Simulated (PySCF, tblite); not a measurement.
Isomers of C7H9NSi, one GFN2-xTB conformer each. Single-point energies are computed at PBE0/pcSseg-1 (PySCF, gas phase, no added dispersion term), electronic only.

| SMILES | GFN2-xTB relative energy (kcal/mol) |
| --- | --- |
| N#CC1=C[SiH2][C@H]2C[C@@H]1C2 | 0.0 |
| C#C/C=C(/C#N)[SiH](C)C | 43.1 |
| C=C1[SiH2][C@H]1n1cccc1 | 9.9 |
| [H]/N=C/C(=C=C)C#C[SiH2]C | 58.6 |
| [H]/N=C\C1=C[C@@]2([SiH3])C=C[C@@H]12 | 37.6 |

Conformers: `[CH:1]#[C:2]/[CH:3]=[C:4](/[C:5]#[N:6])[SiH:7]([CH3:8])[CH3:9]` with C3–C4–Si7–C8 -65°; `[CH2:1]=[C:2]1[SiH2:3][C@H:4]1[n:5]1[cH:6][cH:7][cH:8][cH:9]1` with Si3–C4–N5–C6 46°; `[H]/[N:9]=[CH:8]/[C:3](=[C:2]=[CH2:1])[C:4]#[C:5][SiH2:6][CH3:7]` with C2–C3–C8–N9 0°; `[H]/[N:2]=[CH:3]\[C:4]1=[CH:5][C@@:6]2([SiH3:7])[CH:8]=[CH:9][C@@H:10]12` with N2–C3–C4–C5 -173°.

Question: What does PBE0/pcSseg-1 give for the same structures?

Answer: 
| SMILES | PBE0/pcSseg-1 E (Eh) | PBE0/pcSseg-1 (kcal/mol) | GFN2-xTB (kcal/mol) | point group |
| --- | --- | --- | --- | --- |
| N#CC1=C[SiH2][C@H]2C[C@@H]1C2 | -615.78215 | 0.0 | 0.0 | Cs |
| C#C/C=C(/C#N)[SiH](C)C | -615.75588 | 16.5 | 43.1 | C1 |
| C=C1[SiH2][C@H]1n1cccc1 | -615.74149 | 25.5 | 9.9 | C1 |
| [H]/N=C/C(=C=C)C#C[SiH2]C | -615.70566 | 48.0 | 58.6 | near Cs |
| [H]/N=C\C1=C[C@@]2([SiH3])C=C[C@@H]12 | -615.69923 | 52.0 | 37.6 | C1 |

Both levels put the same isomer lowest; measured from each level's own lowest isomer, the values differ by up to 26.6 kcal/mol (C#C/C=C(/C#N)[SiH](C)C: 43.1 against 16.5). As drawn, the lowest has a C≡N group, which the highest lacks; the highest has a C=N bond and an N–H bond, which the lowest lacks.

Question: Which frontier levels, dipoles and rotational constants go with these structures?

Answer: 
```
                               SMILES  HOMO (eV, PBE0/pcSseg-1)  LUMO (eV)  dipole (D)       A, B, C (MHz)
        N#CC1=C[SiH2][C@H]2C[C@@H]1C2                     -7.83      -1.77        4.31   2637, 1135, 912.9
               C#C/C=C(/C#N)[SiH](C)C                     -7.60      -2.42        4.22   1651, 1136, 746.1
              C=C1[SiH2][C@H]1n1cccc1                     -5.98      -0.97        2.25  2889, 931.0, 850.0
            [H]/N=C/C(=C=C)C#C[SiH2]C                     -6.90      -1.66        0.65  2637, 542.5, 455.1
[H]/N=C\C1=C[C@@]2([SiH3])C=C[C@@H]12                     -7.18      -1.52        2.62  2910, 927.8, 814.7
```

Question: What happens when harmonic zero-point energies from GFN2-xTB frequencies are added?

Answer: 
```json
{"SMILES": "N#CC1=C[SiH2][C@H]2C[C@@H]1C2", "ZPE (kcal/mol)": "86.0", "electronic (kcal/mol)": "0.0", "with ZPE (kcal/mol)": "0.0"}
{"SMILES": "C#C/C=C(/C#N)[SiH](C)C", "ZPE (kcal/mol)": "82.0", "electronic (kcal/mol)": "16.5", "with ZPE (kcal/mol)": "12.6"}
{"SMILES": "C=C1[SiH2][C@H]1n1cccc1", "ZPE (kcal/mol)": "84.2", "electronic (kcal/mol)": "25.5", "with ZPE (kcal/mol)": "23.8"}
{"SMILES": "[H]/N=C/C(=C=C)C#C[SiH2]C", "ZPE (kcal/mol)": "80.4", "electronic (kcal/mol)": "48.0", "with ZPE (kcal/mol)": "42.5"}
{"SMILES": "[H]/N=C\\C1=C[C@@]2([SiH3])C=C[C@@H]12", "ZPE (kcal/mol)": "82.0", "electronic (kcal/mol)": "52.0", "with ZPE (kcal/mol)": "48.1"}
```

The zero-point energies span 5.6 kcal/mol. The order is unchanged.
